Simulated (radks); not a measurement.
The numbers below are computed, except where a source is named.
Isoelectronic series with 14 electrons, each ion in its NIST ground configuration. Code: a radial shooting solver on a logarithmic mesh with Libxc functionals. Model: non-relativistic Kohn-Sham, PBEsol, spin-polarised, spherical densities, point nucleus; open shells are filled with parallel spins first. Total energies (hartree) and mean radii <r> (bohr) (* marks an orbital that is empty in some or all of the ions):

ion   configuration  E (hartree)  3p down*   3p up  3s down   3s up  2p down
Si     [Ne] 3s2 3p2   -288.69614     2.862   2.742    2.172   2.169   0.5384
P+     [Ne] 3s2 3p2   -340.14339     2.162   2.114    1.829   1.822   0.4857
S2+    [Ne] 3s2 3p2   -396.07675     1.781   1.753    1.586   1.579   0.4425
Cl3+   [Ne] 3s2 3p2   -456.48204     1.527   1.509    1.404   1.397   0.4064
Ar4+   [Ne] 3s2 3p2   -521.35126     1.343   1.330    1.262   1.256   0.3757
K5+    [Ne] 3s2 3p2   -590.67939     1.202   1.192    1.148   1.142   0.3493
Ca6+   [Ne] 3s2 3p2   -664.46309     1.089   1.081    1.053   1.048   0.3265
Sc7+   [Ne] 3s2 3p2   -742.69999    0.9965  0.9904   0.9735  0.9693   0.3064
Ti8+   [Ne] 3s2 3p2   -825.38837    0.9192  0.9142   0.9055  0.9018   0.2886
